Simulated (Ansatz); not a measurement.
Li2Al3⁻. Charge -1, multiplicity 3. Geometry B3LYP-D4/def2-TZVP, that of the neutral doublet; atoms count from 1.

```tsv
atom	x (Å)	y (Å)	z (Å)
Al1	0.5072	1.0284	0.8461
Al2	-1.1749	-0.2087	-0.4796
Al3	0.3050	1.2560	-2.0924
Li4	-0.9458	-0.7815	2.2202
Li5	1.3086	-1.2942	-0.4944
```

The highest occupied level of the charge -1 triplet lies above zero (up to 0.05 eV). By energy differences its removal costs 1.09 eV (vertical, to the charge 0 doublet, at PBE0-D4/def2-TZVPD); a positive level beside a positive removal energy at the same level points to self-interaction error. The structure comes from a short search, and lower isomers may exist.

**Question.** Estimate the Mulliken populations from the PBE0/def2-TZVPD orbitals of Ansatz.

**Answer.** 
```csv
atom,charge (e),spin (α − β)
Al1,-0.64,0.93
Al2,-0.61,0.83
Al3,-0.28,0.35
Li4,0.15,-0.02
Li5,0.38,-0.09
```
Mulliken values and Mayer orders depend strongly on the basis. With diffuse functions, as here, like atoms can get unlike values, and bond orders can come out too low or too high.

**Question.** Where does the spin sit?

**Answer.** Summed by element: Al 2.12, Li -0.12, of 2 unpaired in all. Largest on single atoms: Al1 0.93, Al2 0.83, Al3 0.35.

**Question.** And the Mayer bond orders between bonded heavy atoms (over 0.3)?

**Answer.** Al1–Al2 1.17 (2.47 Å); Al1–Li4 0.45 (2.70 Å); Al1–Li5 0.35 (2.80 Å); Al2–Al3 0.62 (2.63 Å); Al2–Li4 0.44 (2.77 Å); Al2–Li5 0.39 (2.71 Å). Values over 0.3 also appear between atoms too far apart for a bond (Al1–Al3 0.52 at 2.95 Å; Al3–Li4 0.33 at 4.93 Å); they arise where an orbital or an unpaired electron spreads over both atoms.
